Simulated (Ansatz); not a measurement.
Ansatz (a program for electronic structure) input file for C3H3Cl2F, SMILES C(=C(\Cl)F)(/C)Cl, CAM-B3LYP/def2-SVPD. Geometry optimised at TPSSh-D3(BJ)/def2-SVP.

Ansatz 0.2 input:
```yaml
crystal:
  periodic: [false, false, false]
  atoms:
    - {symbol: C, position_ang: [-1.49499437, 1.67983351, 0.00000000]}
    - {symbol: C, position_ang: [-0.34721267, 0.72032192, 0.00000000]}
    - {symbol: Cl, position_ang: [1.24434242, 1.41914140, 0.00000000]}
    - {symbol: C, position_ang: [-0.48550268, -0.61647636, 0.00000000]}
    - {symbol: F, position_ang: [-1.69606700, -1.17866608, 0.00000000]}
    - {symbol: Cl, position_ang: [0.78984147, -1.76533946, -0.00000000]}
    - {symbol: H, position_ang: [-2.44816173, 1.13533231, 0.00000000]}
    - {symbol: H, position_ang: [-1.45105158, 2.32797752, 0.88986354]}
    - {symbol: H, position_ang: [-1.45105158, 2.32797752, -0.88986355]}
basis:
  gaussian:
    orbitals: def2-SVPD
hamiltonian:
  xc: {name: CAM-B3LYP}
```

Log of the run:

```
WARN ansatz: RAYON_NUM_THREADS=1 ignored (pool sized by the plan → 1); use --threads N
Functional definition: CAM-B3LYP
integrals: 0.14 GiB planned
1436 factors; their error is unknown
integrals: 0.16 GiB planned
523 factors; integrals over basis functions are off by at most 2.8e-5 eV
mean field: 1.17 GiB planned
mean field evaluation 1: about -30905.1069 eV, gradient 3.6e1 eV
mean field evaluation 2: about -30905.0891 eV, gradient 3.7e1 eV
mean field evaluation 4: about -30907.9115 eV, gradient 1.9e0 eV
mean field evaluation 8: about -30907.9187 eV, gradient 4.2e-2 eV
mean field evaluation 16: about -30908.0149 eV, gradient 3.4e-5 eV
mean field -30908.01494669 eV, -1135.8485990858 hartree, gradient 3.4e-5 eV, S^2 0.000000; 0 other end points of the search recorded, 0 dependent functions left out
reference -30908.01508114 eV, -1135.8486040267 hartree; 32, 32 occupied and 129, 129 virtual orbitals, 1436 factors
Total energy: -30908.01508114 eV, -1135.8486040267 hartree
```

The calculation finished and met its thresholds.

Cost: about 9 core-seconds (a rough figure).
